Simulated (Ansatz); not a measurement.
Cost and result up the ladder for Mg₄H₃ (7 atoms). Charge 0, multiplicity 2. Geometry: r2SCAN-D4/def2-TZVP.

Cartesian coordinates in Å:
```
Mg 1.925 2.399 -1.256
Mg -2.656 -1.506 0.332
Mg 3.233 0.493 0.560
Mg -0.170 -0.076 0.041
H -4.152 -2.367 0.505
H 0.251 1.560 -0.744
H 1.569 -0.503 0.561
```

Ansatz on 4 threads of Arm Neoverse V2 on a shared host. Times are rough, and most runs start from the orbitals of an earlier one. PBE0-D4/def2-TZVP serves as the yardstick here, not as an exact answer. Differences are given only for rows in sets of like size (and for xTB, whose basis is part of the method), since another set adds its own error. Binding counts from free atoms at the same level (Mg singlet, H doublet; other spins of the atoms weren't run), without zero-point energy or a counterpoise term.

Correlated methods freeze 4 core orbitals; core or outer-core shells of Mg are correlated, in sets that lack core-valence functions. The rows differ in basis, and correlated rows in double-zeta sets carry the largest basis error. Another isomer (doublet) lies 0.05 eV lower at PBE0-D4/def2-TZVP; other spin states weren't run for this one.

Correlated methods converge slowly with the basis, most of all in double-zeta sets.

```csv
level,functions,wall time,binding energy per atom (eV),difference from PBE0-D4/def2-TZVP (eV),remarks
PBE-D4/def2-TZVP (with forces),146,2.7 s,1.11,-0.01,–
PBE0-D4/def2-TZVP,146,3.5 s,1.11,0.00,–
r2SCAN-D4/def2-TZVP,146,7 s,1.19,0.08,spin-contaminated (⟨S²⟩ 0.85)
B97M-V/def2-TZVP,146,8.5 s,1.21,0.10,–
ωB97X-V/def2-TZVP,146,10 s,1.12,0.01,spin-contaminated (⟨S²⟩ 0.84)
CCSD(T)/def2-SVP,87,27 s,1.00,–,spin-contaminated (⟨S²⟩ 1.09)
```
